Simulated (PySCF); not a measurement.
cyclopentene (C5H8), SMILES C1CCC=C1. Atoms are numbered in the order given.

```xyz
13

C     -0.0499     1.0741    -0.6692
C     -0.0499     1.0741     0.6692
C      0.1094    -0.3196     1.2319
C     -0.1444    -1.2231     0.0000
C      0.1094    -0.3196    -1.2319
H     -0.1104     1.9674    -1.2964
H     -0.1104     1.9674     1.2964
H     -0.5808    -0.5331     2.0653
H      1.1308    -0.4534     1.6380
H     -1.1987    -1.5435     0.0000
H      0.4716    -2.1346     0.0000
H      1.1308    -0.4534    -1.6380
H     -0.5808    -0.5331    -2.0653
```

Geometry: B3LYP-D3(BJ)/def2-SVP. The values are those of a single conformer.

Calculation: SMD-B3LYP/6-31G* in PySCF.

Solvation free energies are E(SMD) − E(gas) at the gas-phase geometry, for 1 M in both phases. In vacuum the dipole moment is 0.14 D.

Computed solvation free energies in water, diethylether, cyclohexanone:
| solvent | ΔG(solv) (kcal/mol) | its non-electrostatic (CDS) part | dipole (D) |
|---|---|---|---|
| water | 0.8 | 2.3 | 0.22 |
| diethylether | -3.8 | -2.8 | 0.19 |
| cyclohexanone | -3.0 | -1.6 | 0.21 |
